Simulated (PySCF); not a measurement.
[Cu(SH)3]-: Cu(II) (d9), charge -1. The structure is a model geometry with rigid ligands and bond lengths from ionic radii, not a minimum; coordination trigonal planar, point group C3h, metal–donor distances 2.29 Å.

The d shell alone is too small an active space for [Cu(SH)3]- (Cu(II) with such soft donors has much ligand-hole, Cu(I)-like character): its levels, fitted parameters, g values and moments show what this model gives and aren't sound predictions.

```
7

Cu    0.0000    0.0000    0.0000
S     2.2900    0.0000    0.0000
H     2.5400    1.3200    0.0000
S    -1.1450    1.9832    0.0000
H    -2.4132    1.5397    0.0000
S    -1.1450   -1.9832    0.0000
H    -0.1268   -2.8597    0.0000
```

Method (PySCF 2.14, density fitting): CASSCF(9,5) with orbitals averaged over all microstates of the shell, strongly contracted NEVPT2 on the averaged canonical orbitals; basis x2c-TZVPall on the metal, x2c-SVPall elsewhere; spin-free X2C; IEF-PCM water; spin-orbit coupling by state interaction with the mean-field operator over all roots.

Problem. What is the ground state?

Solution. 2E' (S = 1/2, orbital degeneracy 2), orbital occupations from the lowest 2.0 2.0 2.0 1.5 1.5, by NEVPT2.

Problem. List the excited states of the same spin.

Solution. By NEVPT2: 2E'' at 3270 cm⁻¹; 2A' at 4027 cm⁻¹. The strongest, at 4027 cm⁻¹, has f = 9.4e-06.

Problem. Give the fitted ligand-field and repulsion parameters.

Solution. At NEVPT2 level: orbital energies 0, 756, 757, 4026, 4028 cm⁻¹; ζ = 795 cm⁻¹ (free ion 818).

Problem. What magnetic behaviour follows?

Solution. Degenerate or low-lying orbital states mix with the ground state, so no spin-only Hamiltonian applies. The lowest spin-orbit level is 2-fold, effective g = 0.00, 0.00, 5.69; the next lies at 1298.3 cm⁻¹. μeff is 3.03 μB at 300 K and 2.85 μB at 10 K; the spin-only value is 1.73 μB.

The geometry is a model, and the complex may not exist in this form. The ground state is orbitally degenerate in this regular structure, which would distort (Jahn–Teller), so its moment is that of the undistorted model. NEVPT2 lifts 2A' from 2395 to 4027 cm⁻¹; on the d shell alone such lifts tend to overshoot.

The job took 3.8 s on one thread of Intel Xeon 6975P-C (shared host), with 117 basis functions, launched as `OMP_NUM_THREADS=1 python lf_run.py task.json out`.
